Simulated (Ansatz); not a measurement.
Geometry optimisation, UHF/STO-3G in Ansatz 0.2.0.

Input file:

```yaml
crystal:
  periodic: [false, false, false]
  atoms:
    - { symbol: C, position_ang: [-0.5821, -0.6152, 2.5057] }
    - { symbol: Si, position_ang: [-0.7247, -1.5883, 0.9293] }
    - { symbol: B, position_ang: [-0.1558, -0.5084, -0.5802] }
    - { symbol: S, position_ang: [0.1594, -0.8435, -2.47] }
    - { symbol: Si, position_ang: [0.8427, 1.0917, -2.8391] }
    - { symbol: Si, position_ang: [0.5353, 1.3577, -0.7139] }
    - { symbol: F, position_ang: [2.0208, 1.5369, 0.1145] }
    - { symbol: H, position_ang: [0.4553, -0.2288, 2.657] }
    - { symbol: H, position_ang: [-1.278, 0.339, 2.4355] }
    - { symbol: H, position_ang: [-0.9699, -1.1823, 3.3761] }
    - { symbol: H, position_ang: [0.1355, -2.7654, 1.0814] }
    - { symbol: H, position_ang: [-0.85651, -1.13039, 0.12054] }
    - { symbol: H, position_ang: [-0.1286, 1.9349, -3.6493] }
    - { symbol: H, position_ang: [2.2359, 1.0938, -3.1812] }
    - { symbol: H, position_ang: [-0.4782, 2.3319, -0.3545] }
magnetization:
  spin_polarized: true
basis:
  gaussian: { orbitals: STO-3G }
hamiltonian:
  xc: hf
relax:
  f_tol: 0.02
  max_steps: 50
output:
  orbitals: {}
```

Launched with:

```bash
$ ansatz run input.yaml --threads 1 --pin off --max-ram 2048MiB --backend cpu --events-out ev --progress --plain --runs-dir out
```

**Question.** Where does it end, and by what steps?

**Answer.** It converged. Limits of this set-up: minimal basis. After 18 steps the energy has fallen by 14.415 eV; H12 moved furthest, 1.43 Å. The start is strongly strained (largest force component 34 eV/Å), so its close contacts needn't be bonds. Parted: B3–H12.

```tsv
step	energy less start (eV)	largest force component (eV/Å)	accepted
0	0.0000	33.655	yes
1	-6.9043	11.998	yes
2	-9.1056	2.824	yes
3	-9.7336	1.246	yes
4	-10.0681	1.516	yes
5	-10.9524	3.011	yes
6	-12.2028	2.603	yes
7	-13.1564	1.817	yes
8	-13.8114	0.934	yes
9	-14.1273	0.526	yes
10	-14.2881	0.391	yes
11	-14.3581	0.430	yes
12	-14.3580	0.839	no
13	-14.3985	0.070	yes
14	-14.4077	0.135	yes
15	-14.4095	0.133	yes
16	-14.4149	0.028	yes
17	-14.4153	0.031	yes
18	-14.4154	0.010	yes
```

```xyz
15
Properties=species:S:1:pos:R:3
C -0.450 -0.692 2.506
Si -0.703 -1.433 0.810
B 0.008 -0.299 -0.630
S 0.263 -0.845 -2.273
Si 1.032 1.086 -2.828
Si 0.533 1.615 -0.698
F 1.761 2.133 0.244
H 0.600 -0.551 2.727
H -0.931 0.274 2.593
H -0.861 -1.328 3.279
H -0.100 -2.725 0.797
H -2.103 -1.624 0.619
H 0.297 1.659 -3.907
H 2.394 0.992 -3.242
H -0.528 2.562 -0.564
```

Whether the end is a true minimum wasn't checked by a vibrational analysis.

Time of the run: 94 s on 1 thread of Arm Neoverse V1 (shared host), peak memory 0.22 GiB.
